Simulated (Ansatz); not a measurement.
S-phenylphenoxathiinium tetracyanoborate (C₂₂H₁₃BN₄OS) was relaxed with PBE-D4 (def2-SVP) in Ansatz in these states: charge -1 doublet, neutral singlet. The geometries follow in no particular order.

Single mean-field runs in def2-SVP are fitted with def2-universal-jkfit.

A:

Cartesian coordinates in Å:
```
N 0.9949 -6.7027 0.6638
C 0.8353 -5.5538 0.4882
B 0.6177 -3.9903 0.2489
C 0.9195 -3.1658 1.5860
N 1.1462 -2.5352 2.5494
C -0.8894 -3.6976 -0.2035
N -1.9849 -3.4328 -0.5321
C 1.6056 -3.4542 -0.8905
N 2.3334 -3.0069 -1.6952
C -1.8658 1.6089 -3.7719
C -1.0634 2.3974 -2.9230
C -0.3884 1.8302 -1.8385
C -0.5039 0.4329 -1.5992
S 0.0119 -0.3451 -0.0751
C -0.9130 0.2211 1.3876
C -2.1098 -0.4725 1.6960
C -3.0833 0.1276 2.4943
C -2.9039 1.4473 2.9722
C -1.7280 2.1482 2.6621
C -0.7383 1.5370 1.8818
O 0.4260 2.2536 1.6936
C 1.5155 1.7231 1.0732
C 2.7198 2.4465 1.2248
C 3.8949 1.9893 0.6223
C 3.8975 0.8076 -0.1407
C 2.7036 0.0936 -0.3156
C 1.5194 0.5527 0.2830
C -1.3377 -0.3645 -2.4310
C -1.9942 0.2250 -3.5118
H -2.3936 2.0672 -4.6218
H -0.9559 3.4773 -3.1175
H 0.2522 2.4519 -1.1951
H -2.2612 -1.4817 1.2787
H -3.9963 -0.4324 2.7485
H -3.6797 1.9283 3.5868
H -1.5404 3.1634 3.0448
H 2.6940 3.3659 1.8277
H 4.8259 2.5623 0.7563
H 4.8254 0.4395 -0.6019
H 2.6753 -0.8222 -0.9284
H -1.4657 -1.4361 -2.2093
H -2.6170 -0.4039 -4.1679
```

B:

```xyz
42

N     3.8099    2.9210    4.5601
C     3.1619    2.3055    3.8020
B     2.2849    1.4738    2.7783
C     1.9242    2.2998    1.4518
N     1.5913    2.7826    0.4342
C     0.8823    1.0098    3.4018
N    -0.1782    0.6162    3.7164
C     3.0097    0.1388    2.2736
N     3.4418   -0.8445    1.8008
C    -1.9906   -4.0074    0.7409
C    -1.5939   -3.6007   -0.5452
C    -0.9168   -2.3866   -0.7249
C    -0.6501   -1.6022    0.4068
S     0.2112   -0.0090    0.3087
C    -1.1071    1.1285   -0.0854
C    -1.8325    1.6724    0.9882
C    -2.9125    2.5195    0.7215
C    -3.2554    2.8212   -0.6087
C    -2.5197    2.2915   -1.6727
C    -1.4302    1.4412   -1.4179
O    -0.7524    0.9868   -2.5151
C     0.4781    0.4016   -2.4314
C     1.1856    0.2762   -3.6403
C     2.4581   -0.3019   -3.6484
C     3.0484   -0.7570   -2.4553
C     2.3569   -0.6416   -1.2459
C     1.0690   -0.0746   -1.2447
C    -1.0250   -1.9905    1.7040
C    -1.7085   -3.2065    1.8584
H    -2.5207   -4.9629    0.8716
H    -1.8114   -4.2345   -1.4180
H    -0.5904   -2.0671   -1.7258
H    -1.5455    1.4233    2.0225
H    -3.4848    2.9470    1.5569
H    -4.1031    3.4893   -0.8215
H    -2.7554    2.5302   -2.7195
H     0.7131    0.6574   -4.5565
H     3.0027   -0.3880   -4.6004
H     4.0548   -1.1990   -2.4620
H     2.8095   -0.9799   -0.2978
H    -0.7958   -1.3507    2.5731
H    -2.0132   -3.5288    2.8657
```

**Question.** Judge from the bond lengths which geometry belongs to which state (an estimate).

**Answer.** A is the charge -1 doublet (S14–C15 1.821 Å, C13–S14 1.787 Å, C12–C13 1.422 Å); B is the neutral singlet (S14–C15 1.785 Å, C13–S14 1.814 Å, C12–C13 1.403 Å).
